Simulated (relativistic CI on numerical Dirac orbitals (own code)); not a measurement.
## Ligand-field terms of d3

Computed with a parametric ligand-field model of a d^n configuration (Racah B and C, spin-orbit zeta, crystal field), exact diagonalisation.

Field parameters in Wybourne normalisation: Oh B⁴₀ = 21Dq, B⁴₄ = √(5/14) B⁴₀; Td as Oh with Dq negative (B⁴₀ = 21Dq, B⁴₄ = √(5/14) B⁴₀). The field is a parameter set, without covalency.

Question: Ground term and bands for B = 770, C = 3670, ζ = 0 cm⁻¹, Oh, 10Dq = 8550 cm⁻¹?

Answer: Ground term 4A2 with 0.00 electrons in the two orbitals of the cubic e set. Spin-allowed: 4T2 8550 cm⁻¹ (1170 nm), 4T1 13910 cm⁻¹ (719 nm), 4T1 23290 cm⁻¹ (429 nm). Lowest spin-forbidden: 2E 16237 cm⁻¹ (616 nm), 2T1 16928 cm⁻¹ (591 nm), 2T2 22109 cm⁻¹ (452 nm). With an A2 ground term the first spin-allowed band lies at |10Dq| itself.

Question: A d3 ion in Oh symmetry has the ground term 4A2 and bands at 2E 20176 cm⁻¹ (496 nm), 2T1 21012 cm⁻¹ (476 nm), 4T2 23300 cm⁻¹ (429 nm), 2T2 30279 cm⁻¹ (330 nm), 4T1 32754 cm⁻¹ (305 nm), 4T1 51396 cm⁻¹ (195 nm). Which parameters reproduce them?

Answer: B = 950, C = 4390, ζ = 0 cm⁻¹, Oh, 10Dq = 23300 cm⁻¹.

Question: A d3 ion in Oh symmetry has the ground term 4A2 and bands at 2E 9392 cm⁻¹ (1065 nm), 2T1 9686 cm⁻¹ (1032 nm), 2T2 15237 cm⁻¹ (656 nm), 4T2 32050 cm⁻¹ (312 nm), 4T1 37514 cm⁻¹ (267 nm), 4T1 65836 cm⁻¹ (152 nm). Which parameters reproduce them?

Answer: B = 480, C = 1840, ζ = 0 cm⁻¹, Oh, 10Dq = 32050 cm⁻¹.

Question: Ground term and bands for B = 710, C = 3580, ζ = 0 cm⁻¹, Td, 10Dq = -7650 cm⁻¹?

Answer: Ground term 4T1 with 1.93 electrons in the two orbitals of the cubic e set. Spin-allowed: 4T2 6711 cm⁻¹ (1490 nm), 4A2 14361 cm⁻¹ (696 nm), 4T1 16423 cm⁻¹ (609 nm). Lowest spin-forbidden: 2E 8481 cm⁻¹ (1179 nm), 2T1 14469 cm⁻¹ (691 nm), 2T2 14885 cm⁻¹ (672 nm).

Question: A d3 ion in Td symmetry has the ground term 4T1 and bands at 4T2 8911 cm⁻¹ (1122 nm), 2E 12257 cm⁻¹ (816 nm), 4A2 19111 cm⁻¹ (523 nm), 2T1 20203 cm⁻¹ (495 nm), 2T2 20719 cm⁻¹ (483 nm), 4T1 22922 cm⁻¹ (436 nm). Which parameters reproduce them?

Answer: B = 1020, C = 4940, ζ = 0 cm⁻¹, Td, 10Dq = -10200 cm⁻¹.
